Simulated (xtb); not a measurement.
HSZn, charge +1, singlet, from a rough starting geometry (GFN-xTB shapes and energies of metal compounds can be far from the true ones).

Input for xtb:
```
$ xtb mol.xyz --gfn 2 --chrg 1 --opt vtight --json

# file mol.xyz
3

Zn    -0.91230731    -1.00457247    -0.73113166
S      0.01996745     0.80023314    -0.05922206
H      0.88011612     0.18895723     0.74966162
```

Q: What does this run give for the HOMO-LUMO gap, total energy at the end of the optimisation?

A: 
- HOMO-LUMO gap = 0.93 eV
- total energy at the end of the optimisation = -103.6118 eV
